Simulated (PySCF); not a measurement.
Frontier levels across methods

C₅H₈Si.
Geometry (PBE0-D3(BJ)/def2-SVP, Å), atoms numbered from 1 in this order:
```xyz
14
C5H8Si angstrom
C      3.1020    0.9238   -0.2479
C      2.2885    0.6974    0.7948
C      1.0472    0.0074    0.7257
C     -0.0148   -0.5873    0.6980
C     -1.3074   -1.2356    0.6316
Si    -2.6557   -0.0310    0.0391
H      2.8505    0.5769   -1.2534
H      4.0421    1.4640   -0.1154
H      2.5788    1.0638    1.7875
H     -1.6041   -1.6304    1.6187
H     -1.2835   -2.0941   -0.0620
H     -3.9663   -0.7497   -0.0153
H     -2.3135    0.4757   -1.3217
H     -2.7603    1.1147    0.9890
```

Basis pcSseg-1 throughout (PySCF), one geometry. Geometry: PBE0-D3(BJ)/def2-SVP; no solvent, vibrations or thermal averaging.

How do the orbital energies, the gap and the dipole change with the method?

| method | kind | HOMO (eV) | LUMO (eV) | gap (eV) | μ (D) | SCF cycles |
| --- | --- | --- | --- | --- | --- | --- |
| B97-2 | global hybrid | -6.40 | -0.80 | 5.60 | 0.54 | 13 |
| PBE0 | global hybrid | -6.64 | -0.76 | 5.88 | 0.53 | 13 |
| mPW1PW91 | global hybrid | -6.66 | -0.77 | 5.89 | 0.53 | 13 |
| BHandHLYP | global hybrid | -7.50 | 0.33 | 7.83 | 0.46 | 13 |
| CAM-B3LYP | range-separated hybrid | -7.85 | 0.38 | 8.22 | 0.50 | 13 |
| wB97X-D | range-separated hybrid | -8.40 | 0.98 | 9.37 | 0.50 | 13 |
| LC-wPBE | range-separated hybrid | -9.19 | 1.44 | 10.62 | 0.45 | 14 |

The HOMO spans 2.79 eV, from B97-2 down to LC-wPBE, and the gap runs from 5.60 eV (B97-2) to 10.62 eV (LC-wPBE). Over the methods B97-2 (21 %), PBE0 (25 %), mPW1PW91 (25 %), BHandHLYP (50 %), a straight line through the gap against the share of exact exchange rises by 0.77 eV for each 10 % (correlation coefficient 1.000). The dipole ranges from 0.45 D (LC-wPBE) to 0.54 D (B97-2). This basis has no diffuse functions.
